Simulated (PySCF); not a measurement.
AlB2H2O (calculated)

Computed with PySCF 2.14.0. Calculation on a computer-drawn molecule: optimised geometry and harmonic frequencies of an isolated molecule of the commonest isotopes, restricted reference for singlets and unrestricted otherwise, frozen core in MP2.

AlB2H2O

Start structure:
```xyz
6
AlB2H2O
B     -1.5822     0.3522     2.4596
B     -0.3447    -0.4122     1.7348
Al     1.2448    -1.3957     0.8006
O      2.4414    -2.1361     0.0982
H     -2.5572    -0.2597     2.7998
H     -1.5321     1.5343     2.6608
```

```
charge                                        : 0
multiplicity                                  : 2
method                                        : MP2
basis                                         : cc-pV(D+d)Z
rotational constants                          : 230.5, 2.033, 2.016 GHz
total energy                                  : -367.5987 hartree
spin squared                                  : 0.7591
convergence status largest gradient component : 2.096e-05 hartree/bohr
```

Drawn bonds:
```
atom  other atom  order
   1           2      1
   2           3      1
   3           4      2
   1           5      1
   1           6      1
```

Optimised structure:
```xyz
6
AlB2H2O
B     -1.5877     0.3554     2.4629
B     -0.3599    -0.4032     1.7433
Al     1.2410    -1.3933     0.8030
O      2.4819    -2.1609     0.0745
H     -2.5692    -0.2608     2.8053
H     -1.5362     1.5457     2.6649
```

Modes:
```
frequency (cm⁻¹)  reduced mass (dalton)
           100.9                  6.195
           101.3                  4.721
           205.1                  9.357
           205.7                  2.685
           415.6                  6.785
           574.6                  1.929
           857.4                  1.349
            1009                  4.236
            1074                  2.547
            1205                  2.209
            2614                  1.056
            2697                  1.121
```
